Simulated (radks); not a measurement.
Task: Sc, configuration [Ar] 3d2 4s1 (not the ground configuration). All-electron calculation, non-relativistic Kohn-Sham, PBE, spin-polarised, spherical densities, point nucleus; open shells are filled with parallel spins first. Program: a radial shooting solver on a logarithmic mesh with Libxc functionals. Some entries of the table are withheld. Estimate them.

| orbital | occ. | eigenvalue (eV) | <r> (bohr) | r(max) (bohr) |
|---|---|---|---|---|
| 1s up | 1 | -4367.552 | 0.07360 | 0.04836 |
| 1s down | 1 | -4367.544 | 0.07360 | 0.04836 |
| 2s up | 1 | -465.9066 | 0.3461 | 0.2859 |
| 2s down | 1 | -465.5730 | 0.3459 | 0.2858 |
| 2p up | 3 | -384.0955 | 0.3086 | 0.2332 |
| 2p down | 3 | -383.8380 | 0.3084 | 0.2332 |
| 3s up | 1 | -51.6749 | 1.090 | 0.9353 |
| 3s down | 1 | -50.3836 | 1.088 | 0.9346 |
| 3p up | 3 | -31.0326 | (1) | 0.9755 |
| 3p down | 3 | -29.6974 | (2) | 0.9739 |
| 4s up | 1 | -3.8850 | 3.875 | 3.230 |
| 3d up | 2 | -1.7740 | 2.295 | 1.153 |
| 4p up | 0 | -1.3975 | 5.388 | 4.211 |

Result: 
(1) 3p up <r> (bohr): 1.188
(2) 3p down <r> (bohr): 1.183
